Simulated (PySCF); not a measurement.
**Assignment exercise: C7H7FNP**

Geometry (Å), atoms numbered from 1 in this order:
```xyz
17

F     2.0537    2.3665    1.0423
C     1.8470    1.1103    0.5939
C     2.9656    0.3484    0.3281
P     2.8355   -1.2777   -0.2530
C     1.1101   -1.4135   -0.3133
C     0.2193   -0.4081    0.0409
C    -1.2321   -0.6407   -0.0522
C    -2.1306    0.5130   -0.4286
C    -2.1382    0.0064    0.9680
N     0.5853    0.7961    0.4738
H     3.9400    0.7851    0.4910
H     0.7042   -2.3577   -0.6520
H    -1.5055   -1.6247   -0.4114
H    -2.9730    0.3032   -1.0696
H    -1.6451    1.4581   -0.6134
H    -1.6581    0.6114    1.7207
H    -2.9849   -0.5640    1.3180
```

One conformer, averaged over atoms made equivalent by symmetry, fast rotation or ring inversion, relativity neglected, in vacuum. Structure optimised with GFN2-xTB; NMR shieldings at PBE0/pcSseg-1/GIAO; PySCF 2.14.0 with density-fitted response routines.

δ = σ(ref) − σ, references computed at the same level: 13C (186.93 ppm), 1H (31.72 ppm) against TMS.

**Question.** Assign these signals to the numbered atoms. 13C{1H} NMR (computed): δ 175.7, 174.1, 149.3, 135.3, 23.4, 16.7.

**Answer.** 
| δ (ppm) | atoms | environment | reason |
| --- | --- | --- | --- |
| 175.7 | C6 | substituted aromatic carbon next to a ring nitrogen | – |
| 174.1 | C2 | aromatic carbon bearing fluorine | σ withdrawal by the attached heteroatom moves it downfield of the ring CH carbons |
| 149.3 | C5 | aromatic CH | – |
| 135.3 | C3 | aromatic CH | the aromatic region |
| 23.4 | C7 | three-membered-ring carbon | carbons of three-membered rings are unusually shielded |
| 16.7 | C8/C9 | three-membered-ring carbon | – |

C6 and C2 lie closer than the usual error of such a calculation, so a measured spectrum could show them in the other order.

**Question.** Assign these signals to the numbered atoms. 1H NMR (600 MHz, computed): δ 8.65 (m, 1H), 8.15 (m, 1H), 1.89 (m, 1H), 1.36 (m, 2H), 1.11 (m, 2H).

**Answer.** 
8.65 → H12, hydrogen on an aromatic CH: aromatic region
8.15 → H11, hydrogen on an aromatic CH
1.89 → H13, hydrogen on a three-membered-ring carbon
1.36 → H15/H16, hydrogen on a three-membered-ring carbon: cyclopropane-type protons are shielded by the ring
1.11 → H14/H17, hydrogen on a three-membered-ring carbon

Splittings by 19F and 31P in the carbon and heteronuclear signals aren't shown, as no couplings were computed. Shifts are as computed. Against solution values, carbons near 30 ppm lie about +3 ppm off and those near 130 ppm about +5 ppm. Of 1211 compounds with measured shifts, 218 miss one by over three times the rms of a fit or turn the order of signals round; such compounds aren't used in these exercises. Multiplicities follow the n + 1 count of equivalent neighbours, as no J values were calculated; m marks all less simple cases, F and P coupling included.
